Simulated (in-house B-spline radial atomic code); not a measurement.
# Rh V (Rh4+): [Ar] 3d10 4s2 4p5 4d6 (an excited or competing configuration)

All numbers are computed (non-relativistic PBE0, spin-polarised, spherical fractional occupations; point nucleus) with a radial B-spline atomic code at the basis-set limit, not measured.

Effective charges: Z_r = [3n² - l(l+1)]/(2<r>) from the radius, Z_e = n√(-2ε) from the energy, and Slater's rules. Values are occupation-weighted means over spin.

```json
{"shell": "1s", "electrons": "2", "ε (eV)": "-22511", "<r> (bohr)": "0.03385", "Z_r": "44.32", "Z_e": "40.68", "Slater": "44.70"}
{"shell": "2s", "electrons": "2", "ε (eV)": "-3271.1", "<r> (bohr)": "0.1472", "Z_r": "40.77", "Z_e": "31.01", "Slater": "40.85"}
{"shell": "2p", "electrons": "6", "ε (eV)": "-3034.7", "<r> (bohr)": "0.126", "Z_r": "39.69", "Z_e": "29.87", "Slater": "40.85"}
{"shell": "3s", "electrons": "2", "ε (eV)": "-637.62", "<r> (bohr)": "0.4021", "Z_r": "33.57", "Z_e": "20.54", "Slater": "33.75"}
{"shell": "3p", "electrons": "6", "ε (eV)": "-543.54", "<r> (bohr)": "0.3951", "Z_r": "31.63", "Z_e": "18.96", "Slater": "33.75"}
{"shell": "3d", "electrons": "10", "ε (eV)": "-370.65", "<r> (bohr)": "0.3693", "Z_r": "28.43", "Z_e": "15.66", "Slater": "23.85"}
{"shell": "4s", "electrons": "2", "ε (eV)": "-135.19", "<r> (bohr)": "0.9915", "Z_r": "24.21", "Z_e": "12.61", "Slater": "17.60"}
{"shell": "4p", "electrons": "5", "ε (eV)": "-105.6", "<r> (bohr)": "1.06", "Z_r": "21.70", "Z_e": "11.14", "Slater": "17.60"}
{"shell": "4d", "electrons": "6", "ε (eV)": "-59.051", "<r> (bohr)": "1.281", "Z_r": "16.40", "Z_e": "8.33", "Slater": "8.25"}
```

The least bound orbital is 4d down at -51.83 eV, and it is also the most diffuse (<r> = 1.319 bohr).

The density falls to 0.001 bohr⁻³ at 2.968 bohr; Σ<r²> = 23.314 bohr² gives, by the non-relativistic formula and without the paramagnetism of open shells, a Langevin diamagnetic susceptibility of -18.46×10⁻⁶ cm³/mol.

Caution: exact exchange at fractional occupations of open shells leaves self-interaction of up to several eV.
